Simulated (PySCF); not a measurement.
HOSr, SMILES [OH][Sr], multiplicity 2. Geometry: PBE-D3(BJ)/def2-TZVPD. The def2 effective core potentials stand for the cores of Sr; spin–orbit coupling is left out.

The numbers are results of PBE-D3(BJ)/def2-TZVPD in PySCF 2.14.0, not measurements.

Harmonic wavenumbers (cm⁻¹): 283, 283, 523, 3815. Rotational constants (GHz): 7.443 (linear); symmetry number 1.

Task: Work out the zero-point energy and the ideal-gas rigid-rotor harmonic-oscillator thermochemistry at 298.15 K and 1 atm.

Result: ZPE = ½ Σ hcν = ½ × 4905 cm⁻¹ = 29.34 kJ/mol. H − E(el) = 40.88 kJ/mol. Entropy in J/(mol K): translation 166.74, rotation 64.25, vibration 15.18, spin 5.76, total 251.94. G − E(el) = -34.24 kJ/mol. Cp = 48.38 J/(mol K).
